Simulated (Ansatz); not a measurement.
Relaxation of BF2H4N (8 atoms, charge 0, multiplicity 1), to a largest force component of 0.03 eV/Å in at most 50 steps.

These are results of Ansatz 0.2.0, RKS PBE0-D4/def2-SVP, not measurements.

```xyz
8
Properties=species:S:1:pos:R:3:forces:R:3
B 0.019 0.242 0.013 0.04 -0.15 -0.15
H -0.204 0.501 1.158 -0.04 0.35 0.08
F 1.252 0.227 -0.452 0.00 0.02 0.02
F -0.964 0.046 -0.842 0.00 0.01 0.02
N 0.035 -2.245 1.181 -0.13 0.74 0.28
H -0.627 -2.405 0.424 0.01 0.00 -0.01
H 0.974 -2.212 0.790 -0.01 -0.02 -0.02
H -0.169 -1.318 1.595 0.14 -0.95 -0.21
```

Task: Where does it end, and by what steps?

Result: The forces met the threshold. After 8 steps the energy has fallen by 0.096 eV; H8 moved furthest, 0.44 Å.

| step | energy less start (eV) | largest force component (eV/Å) | accepted |
| --- | --- | --- | --- |
| 0 | 0.0000 | 0.954 | yes |
| 1 | -0.0458 | 0.710 | yes |
| 2 | -0.0337 | 0.885 | no |
| 3 | -0.0688 | 0.552 | yes |
| 4 | -0.0866 | 0.349 | yes |
| 5 | -0.0941 | 0.102 | yes |
| 6 | -0.0950 | 0.104 | yes |
| 7 | -0.0959 | 0.032 | yes |
| 8 | -0.0961 | 0.010 | yes |

```xyz
8
Properties=species:S:1:pos:R:3
B 0.023 0.256 -0.001
H -0.234 0.767 1.055
F 1.272 0.142 -0.412
F -0.934 -0.073 -0.847
N 0.053 -2.295 1.105
H -0.668 -2.229 0.394
H 0.958 -2.072 0.704
H -0.154 -1.659 1.869
```

Whether the end is a true minimum wasn't checked by a vibrational analysis.

Run time: 26 s on 1 thread of Arm Neoverse V1 (shared host), peak memory 0.14 GiB.
